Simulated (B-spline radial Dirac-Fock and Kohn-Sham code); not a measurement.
Model: Dirac-Fock (average of configuration) total-energy differences with a finite nucleus, the Breit interaction including its frequency dependence, and self-energy and vacuum-polarisation corrections. Program: an atomic code on a B-spline grid. Correlation energy is missing from these numbers.

Q: An atom or ion in its tabulated ground configuration has these computed binding energies (the last is its least bound level). Which is it?

| level | binding energy (eV) |
| --- | --- |
| 1s | 91942.9 |
| 2s | 19698.2 |
| 2p1/2 | 19058.1 |
| 2p3/2 | 16871.3 |
| 3s | 7321.2 |
| 3p1/2 | 7048.8 |
| 3d | 6060.5 |

A: Pb⁵⁸⁺: Z = 82 with 24 electrons, [Ar] 3d6. The hydrogen-like estimate √(E/Ry) = 82.2 for the K level lies 0.2 above Z (screening lowers it, relativity raises it); the outermost level, at 6060.5 eV, fixes the charge.

Q: An atom or ion in its tabulated ground configuration has these computed binding energies (the last is its least bound level). Which is it?

| level | binding energy (eV) |
| --- | --- |
| 1s | 83410.9 |
| 2s | 16997.9 |
| 2p1/2 | 16380.4 |
| 2p3/2 | 14557.1 |
| 3p1/2 | 5656.9 |
| 3d3/2 | 4805.8 |
| 4s | 2870.5 |

A: Au⁴⁹⁺: Z = 79 with 30 electrons, [Ar] 3d10 4s2. The hydrogen-like estimate √(E/Ry) = 78.3 for the K level lies 0.7 below Z (screening lowers it, relativity raises it); the outermost level, at 2870.5 eV, fixes the charge.

Q: An atom or ion in its tabulated ground configuration has these computed binding energies (the last is its least bound level). Which is it?

| level | binding energy (eV) |
| --- | --- |
| 1s | 84720.6 |
| 2s | 18244.9 |
| 2p1/2 | 17648.2 |
| 2p3/2 | 15810.4 |
| 3s | 6884.9 |
| 3p1/2 | 6634.1 |
| 3d | 5786.5 |

A: Au⁵⁷⁺: Z = 79 with 22 electrons, [Ar] 3d4. The hydrogen-like estimate √(E/Ry) = 78.9 for the K level lies 0.1 below Z (screening lowers it, relativity raises it); the outermost level, at 5786.5 eV, fixes the charge.
